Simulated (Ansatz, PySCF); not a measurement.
BH4O4, SMILES O[B-](O)(O)O, charge -1. Atoms are numbered in the order given.

```xyz
9

O      0.0581     0.8513    -1.2098
B     -0.0002     0.0008    -0.0009
O     -0.9132     0.6701     0.9513
O     -0.4384    -1.3418    -0.4412
O      1.2925    -0.1766     0.6960
H     -0.0009     1.7583    -0.9055
H     -0.6928     0.3318     1.8206
H     -1.0577    -1.2022    -1.1593
H      1.7502    -0.8849     0.2407
```
Charge -1, spin multiplicity 1.

Coordinates come from a PBE0-D3(BJ)/def2-SVPD optimisation. One conformer was computed; it need not be the lowest.

Two levels are set side by side: PBE-D3(BJ)/def2-SVPD (Ansatz, a quantum-chemistry and plane-wave program) and PBE0-D3(BJ)/def2-SVPD (Ansatz). Each level has its own optimised geometry; the coordinates shown are those of the second. Frequencies come from the Hessian of PySCF at each geometry. Differences are taken from unrounded values.

```csv
quantity,PBE0-D3(BJ)
mean bond length (Å),1.219
bond O1–B2 (Å),1.479
bond B2–O3 (Å),1.479
bond B2–O4 (Å),1.479
bond B2–O5 (Å),1.479
bond O1–H6 (Å),0.958
bond O3–H7 (Å),0.958
bond O4–H8 (Å),0.958
bond O5–H9 (Å),0.958
highest harmonic wavenumber (cm⁻¹),3944
mean harmonic wavenumber (cm⁻¹),1278
zero-point energy (kcal/mol),38.37
```

Question: What does PBE-D3(BJ) give, and how far is it from PBE0-D3(BJ)? (The exact figures need the calculation; the answer reports its results.)

Answer: 
```tsv
quantity	PBE-D3(BJ)	PBE-D3(BJ) minus PBE0-D3(BJ)
mean bond length (Å)	1.232	0.013
bond O1–B2 (Å)	1.493	0.014
bond B2–O3 (Å)	1.493	0.014
bond B2–O4 (Å)	1.493	0.014
bond B2–O5 (Å)	1.493	0.014
bond O1–H6 (Å)	0.970	0.012
bond O3–H7 (Å)	0.970	0.012
bond O4–H8 (Å)	0.970	0.012
bond O5–H9 (Å)	0.970	0.012
highest harmonic wavenumber (cm⁻¹)	3771	-173
mean harmonic wavenumber (cm⁻¹)	1223	-55
zero-point energy (kcal/mol)	36.72	-1.65
```

Exact exchange shortens and stiffens bonds; PBE has none. Differences between two approximate levels are no errors against the true value.
